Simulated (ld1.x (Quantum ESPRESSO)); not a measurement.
## PBE TM dataset for Ni (Z = 28), scalar-relativistic all-electron reference.

| Item | Value |
| --- | --- |
| Element | Ni (Z = 28) |
| Generator | ld1.x (Quantum ESPRESSO) 7.5 |
| Type | norm-conserving Troullier–Martins (Kleinman–Bylander form) |
| Functional | PBE |
| Relativity | scalar-relativistic |
| Frozen core | [Ne] 3s2 |
| Valence charge | 16 |
| Reference configuration | 3p6 3d8 4s1.5 4p0 (charge +0.5) |
| Partial waves | 3p (bound): rc 1.10 bohr; 3d (bound): rc 1.10 bohr; 4s (bound): rc 1.95 bohr |
| Local potential | the s channel |
| Core correction | none |

Problem. Does the generator finish with these settings?

Solution. Yes, a potential is produced.

Problem. Estimate the cutoffs (Ry, on a coarse ladder) from which the occupation-weighted sum of valence levels, in a spherical-Bessel basis at the reference potential, stays within 10 and 1 mRy of its value at 400 Ry.

Solution. 180 Ry and 300 Ry.

Problem. Does the potential have ghost states?

Solution. No extra level below or beside the all-electron valence levels (p, d, s, f tested).

Problem. Which valence shell sets the plane-wave cutoff?

Solution. 3d: its level needs 200 Ry to come within 1 mRy, against 90 Ry for 3p.

Its largest configuration-test error is -1193 meV (3p6 3d8 4s0 4p1), which is poor. 1 of 7 tests not solved or not reliable.
